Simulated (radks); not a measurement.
Values are calculated unless marked as measured or tabulated.
Radial electron density D(r) = 4 pi r^2 rho(r) of an atom or ion with 8 electrons. Level of theory: scalar-relativistic Kohn-Sham, BLYP, spin-polarised, spherical densities, finite nucleus; Fermi nuclear charge, rms radius of each element as measured or else 0.836 A^(1/3) + 0.57 fm (a radial shooting solver on a logarithmic mesh with Libxc functionals).

| r (bohr) | D(r) (e/bohr) | spin D(r) |
|---|---|---|
| 0.006853 | 0.2390 | 0.00000349 |
| 0.007604 | 0.2901 | 0.00000495 |
| 0.008437 | 0.3517 | 0.00000707 |
| 0.009362 | 0.4257 | 0.0000102 |
| 0.01039 | 0.5142 | 0.0000147 |
| 0.01153 | 0.6200 | 0.0000214 |
| 0.01279 | 0.7458 | 0.0000312 |
| 0.01419 | 0.8949 | 0.0000456 |
| 0.01575 | 1.071 | 0.0000670 |
| 0.01747 | 1.277 | 0.0000985 |
| 0.01939 | 1.519 | 0.000145 |
| 0.02151 | 1.799 | 0.000213 |
| 0.02387 | 2.122 | 0.000314 |
| 0.02649 | 2.491 | 0.000462 |
| 0.02939 | 2.910 | 0.000678 |
| 0.03261 | 3.380 | 0.000994 |
| 0.03618 | 3.901 | 0.00145 |
| 0.04015 | 4.471 | 0.00212 |
| 0.04455 | 5.086 | 0.00309 |
| 0.04943 | 5.736 | 0.00448 |
| 0.05485 | 6.408 | 0.00647 |
| 0.06086 | 7.085 | 0.00930 |
| 0.06753 | 7.745 | 0.0133 |
| 0.07494 | 8.359 | 0.0189 |
| 0.08315 | 8.897 | 0.0267 |
| 0.09226 | 9.326 | 0.0376 |
| 0.1024 | 9.613 | 0.0523 |
| 0.1136 | 9.730 | 0.0724 |
| 0.126 | 9.654 | 0.0992 |
| 0.1399 | 9.376 | 0.135 |
| 0.154 | 8.946 | 0.177 |
| 0.1708 | 8.316 | 0.235 |
| 0.1895 | 7.556 | 0.308 |
| 0.2103 | 6.728 | 0.400 |
| 0.2334 | 5.905 | 0.510 |
| 0.259 | 5.165 | 0.642 |
| 0.2873 | 4.579 | 0.794 |
| 0.3188 | 4.201 | 0.964 |
| 0.3538 | 4.059 | 1.15 |
| 0.3925 | 4.146 | 1.34 |
| 0.4356 | 4.425 | 1.53 |
| 0.4833 | 4.826 | 1.71 |
| 0.5363 | 5.262 | 1.85 |
| 0.595 | 5.639 | 1.94 |
| 0.6603 | 5.873 | 1.98 |
| 0.7326 | 5.907 | 1.95 |
| 0.8129 | 5.713 | 1.85 |
| 0.902 | 5.299 | 1.69 |
| 1.001 | 4.704 | 1.48 |
| 1.111 | 3.990 | 1.24 |
| 1.232 | 3.227 | 1.000 |
| 1.367 | 2.484 | 0.765 |
| 1.517 | 1.815 | 0.556 |
| 1.684 | 1.256 | 0.382 |
| 1.868 | 0.8200 | 0.247 |
| 2.073 | 0.5038 | 0.150 |
| 2.3 | 0.2900 | 0.0844 |
| 2.552 | 0.1556 | 0.0439 |
| 2.832 | 0.07723 | 0.0209 |
| 3.142 | 0.03513 | 0.00892 |
| 3.486 | 0.01448 | 0.00337 |
| 3.869 | 0.005353 | 0.00110 |

What is the nuclear charge?

Answer. Z = 9. The innermost maximum, from 1s, lies near gamma/Z bohr with gamma = sqrt(1 - (Z/c)^2) = 0.998, here 0.111 bohr (found: 0.115), and its height grows with Z. The density is that of the fluorine ion F+ in [He] 2s2 2p4; the configuration itself is not fixed sharply by these data. D(r) has 2 maxima, at r = 0.115, 0.710 bohr, and minima at 0.357 bohr, inside which lie 2.20 electrons.
